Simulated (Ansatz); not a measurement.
Gas-phase electronic energies from Ansatz, PBE0-D4/def2-TZVP geometries. CCSD(T)/CBS adds triple-zeta CCSD(T) − MP2 to the extrapolated MP2 energy (def2 sets, frozen cores). DFT in def2-TZVPP. B3LYP here is the variant with VWN-RPA as its local correlation; programs differ in this. Each species was taken in one conformer, which may not be the lowest.

Consider the isomerisation: `O[SiH]1C[SiH2]O1` → `O=C[SiH2]O[SiH3]`.

`O[SiH]1C[SiH2]O1`:

Z-matrix (Å, degrees):
```
Si
C 1 1.887
Si 1 2.487 2 48.5
O 1 1.633 2 118.3 3 117.9
O 1 1.670 2 90.7 3 0.6
H 1 1.477 2 117.0 3 -115.6
H 2 1.091 1 115.7 3 -115.9
H 2 1.091 1 115.2 3 115.2
H 3 1.484 1 124.4 2 -96.1
H 3 1.486 1 125.3 2 95.9
H 4 0.958 1 118.7 2 -55.5
```

`O=C[SiH2]O[SiH3]`:

Cartesian coordinates in Å:
```
O -0.554 1.522 1.116
C -0.774 0.456 1.640
Si -0.302 -1.159 0.714
O 0.350 -0.722 -0.703
Si 0.750 0.571 -1.642
H -1.247 0.432 2.650
H 0.667 -1.922 1.542
H -1.528 -1.974 0.515
H 1.338 0.014 -2.886
H -0.456 1.363 -1.984
H 1.757 1.420 -0.963
```

(1) Is it downhill or uphill in electronic energy at CCSD(T)/CBS, and by how much? (An estimate is asked.)

(2) What do these levels give: PBE-D4, PBE0-D4, B2PLYP, PBE, B3LYP, HF/def2-QZVPP? (Best estimate.)

Largest T1 diagnostic among the species: 0.014.

Answers

(1) Ansatz gave: Uphill: ΔE = +244.9 kJ/mol.

(2) The calculation gave: PBE-D4 235.3, PBE0-D4 250.1, B2PLYP 229.0, PBE 234.2, B3LYP 216.6, HF/def2-QZVPP 202.8 kJ/mol.

From PBE to PBE0 (25 % exact exchange), in def2-TZVPP and without D4, ΔE moves by +15.1 kJ/mol. In def2-TZVPP, CCSD(T) changes the Hartree–Fock value by +33.3 kJ/mol (the triples alone add +1.0 kJ/mol) and MP2 by +53.3 kJ/mol.
